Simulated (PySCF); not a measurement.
Job file and geometry (Å, from PBE0-D3(BJ)/def2-SVP) of an NMR shielding run on SMILES CC(C)CPCP, C5H14P2, GIAO PBE0/pcSseg-1 NMR shielding, non-relativistic, gas phase (PySCF 2.14.0, density-fitted response routines); density fitting, a coarse starting grid and PySCF grid level 2 are the driver's defaults:

```
$ OMP_NUM_THREADS=1 python probes_run.py task.json out

{"job": {"kind": "nmr", "xc": "PBE0", "basis": "pcSseg-1"}, "charge": 0, "multiplicity": 1}
C     -2.267757     0.648628    -1.314105
C     -1.306990     0.320999    -0.175932
C     -1.718090    -0.962538     0.537870
C      0.131853     0.253111    -0.693667
P      1.415747     0.048314     0.643999
C      2.960242     0.084714    -0.385554
P      4.513597    -0.455321     0.488470
H     -2.255838    -0.145380    -2.078824
H     -1.997545     1.593822    -1.810501
H     -3.302237     0.744125    -0.948840
H     -1.353240     1.145591     0.559249
H     -1.635032    -1.831440    -0.136558
H     -1.090157    -1.160859     1.420583
H     -2.762118    -0.906377     0.882501
H      0.228031    -0.541820    -1.454696
H      0.381877     1.202902    -1.197532
H      1.352476    -1.373312     0.772707
H      3.129631     1.124454    -0.711946
H      2.868462    -0.520961    -1.302639
H      4.009661    -1.688740     1.009021
H      4.279627     0.243395     1.713920
```

Task: What does the program print?

Result: 
```
coarse grid: 17360 points
cycle   1  E = -881.0049659585  dE =  2.894e-01  |g| = 4.088e-01  |ddm| = 3.902e+00
cycle   2  E = -880.9919011970  dE =  1.306e-02  |g| = 4.674e-01  |ddm| = 8.031e-01
cycle   3  E = -881.0502122343  dE = -5.831e-02  |g| = 4.297e-02  |ddm| = 4.687e-01
cycle   4  E = -881.0506332456  dE = -4.210e-04  |g| = 2.087e-02  |ddm| = 8.567e-02
cycle   5  E = -881.0507415818  dE = -1.083e-04  |g| = 3.965e-03  |ddm| = 2.326e-02
cycle   6  E = -881.0507450183  dE = -3.436e-06  |g| = 1.269e-03  |ddm| = 4.590e-03
final grid: 155104 points
cycle   7  E = -881.0948066580  dE = -4.064e-05  |g| = 9.276e-03  |ddm| = 3.405e-02
cycle   8  E = -881.0947943334  dE =  1.232e-05  |g| = 1.158e-02  |ddm| = 1.865e-02
cycle   9  E = -881.0948291384  dE = -3.480e-05  |g| = 5.928e-04  |ddm| = 1.094e-02
cycle  10  E = -881.0948292305  dE = -9.214e-08  |g| = 2.114e-04  |ddm| = 1.036e-03
cycle  11  E = -881.0948292414  dE = -1.086e-08  |g| = 5.187e-05  |ddm| = 2.082e-04
cycle  12  E = -881.0948292420  dE = -6.335e-10  |g| = 1.417e-05  |ddm| = 6.206e-05
converged SCF energy = -881.0948292420

GIAO shielding tensors (ppm)
atom      isotropic    diamagn.    paramagn.     s11        s22        s33       span
  0 C      157.048     246.405     -89.357    136.979    148.231    185.932     48.953
  1 C      154.647     245.220     -90.573    147.811    153.613    162.517     14.706
  2 C      161.082     248.992     -87.909    149.122    151.926    182.199     33.077
  3 C      146.598     256.327    -109.728    117.288    142.875    179.632     62.344
  4 P      380.239     968.966    -588.728    314.742    389.867    436.106    121.364
  5 C      174.820     256.856     -82.036    167.918    170.893    185.648     17.729
  6 P      470.259     962.723    -492.464    406.467    433.782    570.528    164.061
  7 H       30.520      30.023       0.497     27.247     28.624     35.690      8.443
  8 H       30.174      29.805       0.369     25.740     28.134     36.647     10.907
  9 H       30.123      28.857       1.265     25.672     27.445     37.250     11.578
 10 H       29.727      32.759      -3.032     26.269     28.555     34.356      8.087
 11 H       30.832      31.652      -0.820     27.805     28.708     35.982      8.177
 12 H       30.199      31.812      -1.613     24.624     30.592     35.381     10.757
 13 H       30.323      30.230       0.093     25.948     27.717     37.304     11.355
 14 H       29.697      35.377      -5.679     25.421     30.970     32.701      7.279
 15 H       30.161      35.455      -5.294     24.591     31.822     34.072      9.481
 16 H       27.984      33.065      -5.081     22.443     30.256     31.253      8.811
 17 H       30.482      31.789      -1.306     24.576     29.968     36.903     12.327
 18 H       29.866      32.339      -2.473     23.768     30.105     35.726     11.958
 19 H       28.401      28.140       0.261     23.702     27.714     33.787     10.085
 20 H       28.034      28.094      -0.060     23.704     27.023     33.375      9.671
```

Size and cost of the density-fitted run: 203 basis functions, 49 s wall time on 1 thread of an Intel Xeon Platinum 8488C, shared host; peak memory 0.96 GiB.
